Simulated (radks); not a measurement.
The numbers below are computed, except where a source is named.
Problem. These are the eigenvalues of the occupied orbitals of an atom or ion with whole-number occupations (hartree). Code: a radial shooting solver on a logarithmic mesh with Libxc functionals. Model: scalar-relativistic Kohn-Sham, r2SCAN, spin-polarised, spherical densities, finite nucleus; meta-GGA in the generalised Kohn-Sham scheme; Fermi nuclear charge, rms radius of each element as measured or else 0.836 A^(1/3) + 0.57 fm.

| orbital | eigenvalue |
|---|---|
| 1s | -1069.778 |
| 2s | -163.3955 |
| 2p | -146.7314 |
| 3s | -33.02121 |
| 3p | -27.53564 |
| 3d | -19.10752 |
| 4s | -6.60523 |
| 4p | -4.94053 |
| 4d | -2.50822 |

Which element is it, and in what charge state? The configuration may be excited. Open shells, if any, are filled with parallel spins first.

Solution. Z = 50, tin, charge +4: Sn4+ in [Kr] 4d10. The list shows which subshells hold electrons but not how many an open one holds; the 1s level, -1069.8 hartree, gives Z - s = 46.3 by -(Z - s)^2/2, which with screening and relativity narrows Z to a few neighbours, and the depths of the outer levels then fix element, charge and occupations together.
